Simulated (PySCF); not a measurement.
Ligands exchanged one at a time, Al I-SH. Isolated molecules, 0 K electronic values unless said otherwise. One relaxed conformer stands for each flexible species; it need not be the lowest. Strings in code marks are SMILES.

The HOMO from two functionals at the same geometries (B3LYP-D3(BJ)/def2-TZVP), both in PySCF: PBE-D3(BJ)/def2-TZVP and B3LYP-D3(BJ)/def2-TZVP. B3LYP has the VWN-RPA correlation part, as in Gaussian. 

```json
[
 {"species": "0 of 3 I replaced by SH (`[I][Al]([I])[I]`)", "B3LYP-D3(BJ)/def2-TZVP (eV)": "-7.47"},
 {"species": "1 of 3 I replaced by SH (`[Al]([SH])([I])[I]` (H–S–Al–I torsion 180°))", "B3LYP-D3(BJ)/def2-TZVP (eV)": "-7.61"},
 {"species": "2 of 3 I replaced by SH (`[SH][Al]([SH])[I]` (H–S–Al–I torsion 0°, I–Al–S–H torsion 0°))", "B3LYP-D3(BJ)/def2-TZVP (eV)": "-7.57"},
 {"species": "3 of 3 I replaced by SH", "B3LYP-D3(BJ)/def2-TZVP (eV)": "-7.45"}
]
```

Task: What does PBE-D3(BJ)/def2-TZVP give for each?

Result: 
- 0 of 3 I replaced by SH (`[I][Al]([I])[I]`): -6.62
- 1 of 3 I replaced by SH (`[Al]([SH])([I])[I]` (H–S–Al–I torsion 180°)): -6.75
- 2 of 3 I replaced by SH (`[SH][Al]([SH])[I]` (H–S–Al–I torsion 0°, I–Al–S–H torsion 0°)): -6.64
- 3 of 3 I replaced by SH: -6.51
Over these rows, drawn at random from the members with no instability flagged (it was tested for open shells, ions and some series alone), PBE minus B3LYP-D3(BJ): mean +0.90 eV, from +0.85 eV to +0.94 eV.
